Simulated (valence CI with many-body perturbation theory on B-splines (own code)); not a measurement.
# Ta59+: key properties

Computed by relativistic CI+MBPT: four valence electrons over a frozen Dirac-Fock core [Ne], radial functions for each j: 11 s, 11 p, 9 d, 7 f, 5 g, 2 h, 1 i, with the one-electron correlation potential Σ1, the two-electron term Σ2, the three-electron term Σ3, Breit, model QED; selected CI, second order for the rest (own B-spline code, finite nucleus).

No measured spectrum was set against this ion. As an estimate, large intervals hold to a few tenths of a per cent, small ones and those within an open d or f shell to about a per cent.

Levels are named by their leading jj configuration (3d3/2^4 stands for four electrons in 3d with j = 3/2), which in mixed levels can hold well under half, so a name can repeat and another be missing.

Rates and lifetimes use the calculated energies. Strong lines usually hold to 10 to 20 %, long lifetimes can be off by a factor of two.

(1) What is the ground level?

(2) How well does LS coupling describe the low levels?

(3) Name the longest-lived excited levels whose lifetime is computed, and their main decay.

(4) What is the ionisation energy?

(5) What are the static dipole polarisabilities of the lowest levels?

(6) Where does the other parity begin?

Results:

(1) (3s^2 3p1/2^2) J=0, composition 69 % 3s2 3p2 3P + 31 % 3s2 3p2 1S.

(2) Among the lowest 20 levels the leading LS term, summed over configurations, holds 58 % on average. For single configurations the figures are 55 % in LS and 94 % in jj coupling. Terms mix most in the J = 2 level at 59.901 Ry, where the leading one holds 28 %.

(3) (3s^2 3p1/2 3p3/2) J=2 at 24.591 Ry lives 283 ns, mostly by E2 to (3s^2 3p1/2^2) J=0; (3s^2 3p1/2 3p3/2) J=1 at 23.916 Ry lives 4.57 ns, mostly by M1 to (3s^2 3p1/2^2) J=0; (3s^2 3p3/2 3d5/2) J=4 at 70.288 Ry lives 2.90 ns, mostly by M1 to (3s^2 3p1/2 3d5/2) J=3.

(4) 6366.4 eV; NIST lists 6364 ± 7 eV (theoretical).

(5) (3s^2 3p1/2^2) J=0 0.00247 bohr³, of which the core gives 4.74e-05.

(6) At (3s 3p1/2^2 3p3/2) J=2, 36.040 Ry.
